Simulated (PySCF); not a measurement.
Excitation energy of Hg⁺ by level of theory

Hg⁺ [Xe] 4f14 5d10 6s1 (2S) → Hg⁺ [Xe] 4f14 5d9 6s1 6p1 (high-spin determinant), as a difference of total energies. Computed with PySCF 2.14 in def2-QZVPPD with the def2 core potential (60 electrons) (7s5p4d4f2g, 88 functions), with scalar relativity through the core potential. Correlated levels: valence: 5s2 5p6 frozen. The calculations carry no spin-orbit coupling.

| method | excitation energy (cm⁻¹) |
| --- | --- |
| UHF | 82210 |
| MP2 (valence) | 95695 |
| SCS-MP2 (valence) | 95610 |
| CCSD (valence) | 92383 |
| CCSD(T) (valence) | 93021 |

The determinant of the upper state mixes LS terms, which raises its energy above the lowest term, most at the Hartree-Fock and MP2 levels.
